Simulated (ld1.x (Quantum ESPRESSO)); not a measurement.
xenon: one change to a TM semilocal potential, before and after

| Item | Value |
| --- | --- |
| Element | xenon (Xe) |
| Generator | ld1.x (Quantum ESPRESSO) 7.5 |
| Type | norm-conserving Troullier–Martins (semilocal form) |
| Functional | PBE |
| Relativity | scalar-relativistic |
| Frozen core | [Kr] |
| Valence charge | 18 |
| Reference configuration | 4d10 5s2 5p6 |
| Partial waves | 5s (bound): rc 1.35 bohr; 4d (bound): rc 1.25 bohr; 5p (bound): rc 1.50 bohr |
| Local potential | the p channel |
| Core correction | a·sin(br)/r model core inside 1.15 bohr |

Change: wave 5p (bound): rc 1.50 bohr becomes 5p (bound): rc 1.74 bohr.

Cutoffs: the cutoffs (Ry, on a coarse ladder) from which the occupation-weighted sum of valence levels, in a spherical-Bessel basis at the reference potential, stays within 10 and 1 mRy of its value at 400 Ry; they do not see the model core or the augmentation charge, which bear on the density cutoff. Errors are all-electron minus pseudo energies relative to the spin-unpolarised reference configuration.

Task: What does the change do?

Result: The potential gets softer (140 Ry and 200 Ry → 120 Ry and 200 Ry); of the 7 tests that both files solve, the error grows in 2 and shrinks in 5 by more than 15 % and 0.3 meV (median size 19.1 → 7.1 meV); neither file shows a bound ghost. A larger radius leaves more room for a smooth pseudo-wave, so fewer plane waves are needed. A semilocal file is local in each channel, so a ghost entry of none says nothing of the separable form that plane-wave codes build from it.

| quantity | base | changed |
| --- | --- | --- |
| cutoff, loose | 140 Ry | 120 Ry |
| cutoff, tight | 200 Ry | 200 Ry |
| loose cutoff by channel (10 mRy a level) | s 45 Ry, d 100 Ry, p 45 Ry | s 45 Ry, d 100 Ry, p 15 Ry |
| bound ghosts | none | none |
| error for 4d10 5s2 5p5, meV [ΔE 12.54 eV] | +2.2 | -0.4 |
| error for 4d10 5s2 5p4, meV [ΔE 34.29 eV] | +19 | +7.1 |
| error for 4d10 5s2 5p3, meV [ΔE 66.01 eV] | +56 | +27 |
| error for 4d10 5s1 5p6, meV [ΔE 24.68 eV] | +13 | +2.3 |
| error for 4d10 5s2 5p2, meV [ΔE 108.33 eV] | +109 | +63 |
| error for 4d10 5s2 5p5.5, meV [ΔE 5.17 eV] | -0.3 | -0.9 |
| error for 4d9 5s2 5p6, meV [ΔE 67.71 eV] | +78 | -189 |
